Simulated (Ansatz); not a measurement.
System: C4H11Si, net charge 0, doublet state. It need not be the lowest isomer of its formula. SMILES: C[Si](C)(C)[CH2]
Coordinates optimised at B3LYP-D3(BJ)/def2-TZVP (Ansatz, a program for electronic structure):
```xyz
16

C     -0.3508    -1.2839    -1.3497
Si    -0.0124    -0.0281    -0.0328
C      0.0496     1.6829    -0.8076
C     -1.3681    -0.1096     1.2661
C      1.6446    -0.3869     0.7899
H     -0.8610    -2.2223    -1.1561
H     -0.0254    -1.1657    -2.3785
H      0.2760     2.4434    -0.0564
H     -0.9039     1.9434    -1.2719
H      0.8223     1.7372    -1.5781
H     -2.3448     0.1215     0.8359
H     -1.4262    -1.1059     1.7110
H     -1.1794     0.6033     2.0724
H      1.6507    -1.3762     1.2521
H      2.4614    -0.3511     0.0661
H      1.8530     0.3505     1.5698
```
Charge 0, spin multiplicity 2.

Parts of the frozen-core correlation energy in 6-31G* (Ansatz, hartree). Frozen orbitals: 9; correlated occupied orbitals by spin: 16 and 15; virtual: 76 and 77. UHF or UKS for open shells. Spin-orbit coupling is left out. Non-relativistic.

```json
[
 {"term": "reference (HF)", "value": "-446.78501"},
 {"term": "MP2 opposite-spin", "value": "…"},
 {"term": "MP2 same-spin", "value": "-0.13079"},
 {"term": "CCSD correlation", "value": "…"},
 {"term": "(T)", "value": "…"},
 {"term": "T1 diagnostic", "value": "0.010"},
 {"term": "largest doubles amplitude", "value": "0.019"},
 {"term": "<S^2> of the reference", "value": "0.760"}
]
```

Task: What belongs in the gaps?

Result: 
- MP2 opposite-spin, value: -0.44994
- CCSD correlation, value: -0.65256
- (T), value: -0.01724
